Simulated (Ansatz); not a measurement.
`CC[Si]O[SiH3]` + `C[SiH](O)F` → `CCO[SiH](C)F` + `[SiH]O[SiH3]`  (substitution at a C–Si bond)

Gas-phase electronic energies from Ansatz, PBE0-D4/def2-TZVP geometries. CCSD(T)/CBS is the MP2 limit (def2-TZVPP, def2-QZVPP) plus CCSD(T) − MP2 in def2-TZVPP, frozen cores. DFT in def2-TZVPP. B3LYP here is the variant with VWN-RPA as its local correlation; programs differ in this. Each species was taken in one conformer, which may not be the lowest.

**Question.** Is it downhill or uphill in electronic energy at CCSD(T)/CBS, and by how much? (An estimate is asked.)

**Answer.** Computed: Uphill: ΔE = +81.0 kJ/mol.

**Question.** What do these levels give: B3LYP-D4, B3LYP, HF/def2-TZVPP, SCS-MP2/def2-TZVPP, HF/CBS(def2), MP2/CBS(def2)? (An estimate is asked.)

**Answer.** The calculation gave: B3LYP-D4 74.4, B3LYP 68.6, HF/def2-TZVPP 56.4, SCS-MP2/def2-TZVPP 74.9, HF/CBS(def2) 56.5, MP2/CBS(def2) 89.5 kJ/mol.

Largest T1 diagnostic among the species: 0.014.

The D4 term adds +5.7 kJ/mol with B3LYP and +2.9 kJ/mol with PBE0; it sums over pairs of atoms, weighted by their polarisabilities, and B3LYP, whose exchange is more repulsive, gets the larger term. In def2-TZVPP, CCSD(T) changes the Hartree–Fock value by +19.6 kJ/mol (the triples alone add +2.6 kJ/mol) and MP2 by +28.1 kJ/mol.
